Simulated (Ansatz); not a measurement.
C3H7O (SMILES C[CH]OC), doublet, geometry from GFN2-xTB; MP2/6-311G** in Ansatz (a program for electronic structure).

Input for Ansatz:
Ansatz 0.2 input:
```yaml
crystal:
  periodic: [false, false, false]
  atoms:
    - {symbol: O, position_ang: [0.07101639, -0.66456001, 0.19109071]}
    - {symbol: C, position_ang: [-0.06692834, 0.67303357, -0.09082657]}
    - {symbol: C, position_ang: [1.35818535, -1.19034893, 0.02589577]}
    - {symbol: C, position_ang: [-1.44549983, 1.21108447, -0.04695723]}
    - {symbol: H, position_ang: [0.68863969, 1.12953665, -0.71319426]}
    - {symbol: H, position_ang: [1.29299347, -2.25508650, 0.24458366]}
    - {symbol: H, position_ang: [1.71840718, -1.04941663, -1.00022698]}
    - {symbol: H, position_ang: [2.07110162, -0.72074430, 0.71400912]}
    - {symbol: H, position_ang: [-1.97038421, 1.09659057, -1.00448575]}
    - {symbol: H, position_ang: [-2.01653063, 0.67958044, 0.71033681]}
    - {symbol: H, position_ang: [-1.42690127, 2.27340509, 0.19157975]}
basis:
  gaussian:
    orbitals: 6-311G__.json
magnetization: {spin_polarized: true, initial_magnetization: 1}
correlation: {method: mp2, electrons: outside_noble_gas}
accuracy: high
```
The basis file holds 6-311G** in the JSON format of the Basis Set Exchange.

The log (banner, timings and long lists left out):

```
Functional definition: HF
2419 factors; integrals over basis functions are off by at most 2.5e-8 eV
mean field evaluation 1: about -5236.4980 eV, gradient 2.0e1 eV
mean field evaluation 2: about -5236.5049 eV, gradient 2.0e1 eV
mean field evaluation 4: about -5238.9498 eV, gradient 3.2e0 eV
mean field evaluation 8: about -5239.0245 eV, gradient 2.1e-1 eV
mean field -5239.02551520 eV, -192.5306365444 hartree, gradient 1.9e-8 eV, S^2 0.761793; 0 other end points of the search recorded, 0 dependent functions left out
4 core orbitals not correlated
reference -5239.02551520 eV, -192.5306365444 hartree; 13, 12 occupied and 97, 98 virtual orbitals, 2419 factors
second order -17.03316219 eV of doubles, -0.00000000 eV of singles
Total energy: -5256.05867738 eV, -193.1565937092 hartree
```
